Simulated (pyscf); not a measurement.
## Hydrogen abstraction: F–N•–F + F–SiH₂–F → F–NH–F + F–SiH•–F

Gas phase, doublet surface, charge 0. Bonds broken: Si5–H7. Bonds formed: N2–H7. Single points on ωB97X-D3(BJ)/def2-SVP structures (PySCF, gas phase).

Transition state (Å):

```xyz
8

F      1.0371    -0.2570     0.9769
N     -0.2821    -0.5398     1.1921
F     -0.4222    -1.8025     0.6880
F     -2.5462     0.1987    -1.9054
Si    -1.0567     0.6203    -1.4428
F     -0.9276     2.2246    -1.5877
H     -0.7771     0.0977     0.2695
H     -0.0647    -0.0321    -2.3389
```

One imaginary mode, 1798i cm⁻¹; descent along it reached the two sides named.

| bond | change | reactant side (Å) | saddle | product side |
|---|---|---|---|---|
| Si5–H7 | breaks | 1.476 | 1.812 | 4.1 |
| N2–H7 | forms | 3.6 | 1.226 | 1.031 |

Electronic energies relative to the separated reactants (kJ/mol):

```
level                   barrier  reaction energy
----------------------  -------  ---------------
ωB97X-D3(BJ)/def2-TZVP    117.8            +99.1
PBE/def2-TZVP              76.2            +79.2
r²SCAN/def2-TZVP           94.2            +92.3
B3LYP-D3(BJ)/def2-TZVP    101.2            +89.9
PBE0-D3(BJ)/def2-TZVP      97.7            +85.0
M06-2X/def2-TZVP          109.2            +77.6
ωB97M-D3(BJ)/def2-TZVP    115.9            +91.1
HF/def2-TZVP              202.9           +118.7
```

With ωB97M-D3(BJ)/def2-TZVP energies and thermal terms (ideal gas, 1 atm, RRHO with modes under 100 cm⁻¹ raised to 100, one conformer, R ln 2 for rigid chiral ones), in kJ/mol:

```
T (K)    ΔH‡    ΔG‡      ΔH     ΔG
-----  -----  -----  ------  -----
298    111.7  153.3  +100.6  +96.8
600    115.0  194.2   +99.8  +93.3
900    118.5  233.0   +98.7  +90.3
1200   121.8  270.6   +97.7  +87.6
```

At PBE this geometry lies under the product side: in single points on another level's saddle the reverse barrier vanishes, and the forward threshold there is about the reaction energy. This is the saddle that the search found; another between the same sides may lie lower. The angle at the transferred H is 157°.
